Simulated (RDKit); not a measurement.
Input file for RDKit: UFF on CH9ClO2Si3 (SMILES C[Si](Cl)(O[SiH3])O[SiH3]).

```python
from rdkit import Chem
from rdkit.Chem import AllChem, rdDetermineBonds

blocks = [
'''16

Si   -0.08994850   -0.81410740   -0.33634993
O    -1.39911200    0.03997802    0.17747071
Si   -2.05003338    1.57609510    0.21591213
O     1.27955827   -0.22915610    0.36889849
Si    2.32948017    1.06306381    0.24267147
C    -0.30287092   -2.61087204    0.03323631
Cl    0.09911352   -0.49203132   -2.38938875
H    -3.51469575    1.45041257    0.43808857
H    -1.78653788    2.27512173   -1.07276768
H    -1.44079148    2.35163513    1.33281666
H     3.04608462    1.19508229    1.53832635
H     1.56320686    2.31264804   -0.03453934
H     3.30812939    0.82702505   -0.85335510
H    -0.38342965   -2.76230771    1.12113209
H    -1.21657484   -2.99674371   -0.44319817
H     0.55842155   -3.18574348   -0.33875381
''',
]
mol = None
for b in blocks:
    f = Chem.MolFromXYZBlock(b)
    rdDetermineBonds.DetermineBonds(f, charge=0)
    mol = f if mol is None else Chem.CombineMols(mol, f)
Chem.SanitizeMol(mol)
print(Chem.MolToSmiles(Chem.RemoveHs(mol)))
ff = AllChem.UFFGetMoleculeForceField(mol, vdwThresh=100.0, ignoreInterfragInteractions=False)
e = ff.CalcEnergy()
print(f'UFF energy {e:.6f} kcal/mol')
```

Output:

```
C[Si](Cl)(O[SiH3])O[SiH3]
UFF energy 76.230446 kcal/mol
```

The run finished.

Cost: roughly 0.03 core-seconds.
